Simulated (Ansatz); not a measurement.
Gas-phase electronic energies from Ansatz, PBE0-D4/def2-TZVP geometries. CBS: MP2 limit from def2 TZ/QZ plus the TZ coupled-cluster correction, frozen cores. This one scheme is used for every species. DFT in def2-TZVPP. B3LYP here is the variant with VWN-RPA as its local correlation; programs differ in this. Elements past krypton have def2 core potentials. For In outer-core shells are correlated without core-valence functions, which leaves a few kJ/mol of doubt a bond. Each species was taken in one conformer, which may not be the lowest.

`[OH][In]([F])[CH2]F` + `C=CN(C)C` → `C[N](C)[In]([OH])[F]` + `C=CCF`  (formal exchange of groups at the In–C bond)

Q: Is it downhill or uphill in electronic energy at CCSD(T)/CBS, and by how much? (An estimate is asked.)

A: The calculation gave: Downhill: ΔE = -0.41 eV.

Q: What do these levels give: PBE0-D4, B3LYP-D4, ωB97X-V, B2PLYP, PBE0, B3LYP, HF/def2-TZVPP, MP2/def2-TZVPP, CCSD(T)/def2-TZVPP, MP2/def2-QZVPP, SCS-MP2/def2-QZVPP, HF/CBS(def2)? (Estimate.)

A: Computed: PBE0-D4 -0.20, B3LYP-D4 -0.21, ωB97X-V -0.30, B2PLYP -0.29, PBE0 -0.20, B3LYP -0.22, HF/def2-TZVPP -0.45, MP2/def2-TZVPP -0.37, CCSD(T)/def2-TZVPP -0.38, MP2/def2-QZVPP -0.39, SCS-MP2/def2-QZVPP -0.42, HF/CBS(def2) -0.45 eV.

Largest T1 diagnostic among the species: 0.016.

From PBE to PBE0 (25 % exact exchange), in def2-TZVPP and without D4, ΔE moves by −0.08 eV. In def2-TZVPP, CCSD(T) changes the Hartree–Fock value by +0.07 eV (the triples alone add +0.02 eV) and MP2 by +0.08 eV.
